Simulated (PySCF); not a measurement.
**C₆ coefficients of unlike pairs at PBE**

Calculated with PySCF 2.14 from the dipole response of each species, C₆(A,B) = (3/π) ∫ α_A(iu) α_B(iu) du, in atomic units, from isotropic polarisabilities. For ions this is the dispersion term alone; charge-induced terms of lower order in 1/R come first.

```json
{"species": "Cl²⁺", "configuration": "[Ne] 3s2 3p3 (4S)", "basis": "dyall-acv3z (19s12p6d4f)", "relativity": "none", "α (bohr³)": "5.879", "C₆ (like pair)": "20.94"}
{"species": "Cd⁺", "configuration": "[Kr] 4d10 5s1 (2S)", "basis": "x2c-QZVPPall with one added diffuse shell each of s, p, d, f, g type (14s9p8d5f3g)", "relativity": "spin-free X2C", "α (bohr³)": "22.21", "C₆ (like pair)": "132.7"}
{"species": "I", "configuration": "[Kr] 4d10 5s2 5p5 (2P)", "basis": "aug-cc-pVTZ-PP with ECP28MDF (6s5p4d2f)", "relativity": "core potential", "α (bohr³)": "34.33", "C₆ (like pair)": "371.8"}
{"species": "S²⁺", "configuration": "[Ne] 3s2 3p2 (3P)", "basis": "dyall-acv3z (19s12p6d4f)", "relativity": "spin-free X2C", "α (bohr³)": "7.279", "C₆ (like pair)": "26.36"}
```

**Question.** Estimate C₆ for S²⁺ with Cd⁺.

**Answer.** The integral gives 57.81. The combination rule 2 C_A C_B / (C_A α_B/α_A + C_B α_A/α_B) gives 56.44 and the geometric mean 59.13.

No spin-orbit coupling is included.

The other pairs:

```json
{"pair": "I, Cl²⁺", "C₆": "84.67"}
{"pair": "I, Cd⁺", "C₆": "220.1"}
{"pair": "S²⁺, Cl²⁺", "C₆": "23.38"}
{"pair": "S²⁺, I", "C₆": "97.11"}
{"pair": "Cd⁺, Cl²⁺", "C₆": "50.76"}
```
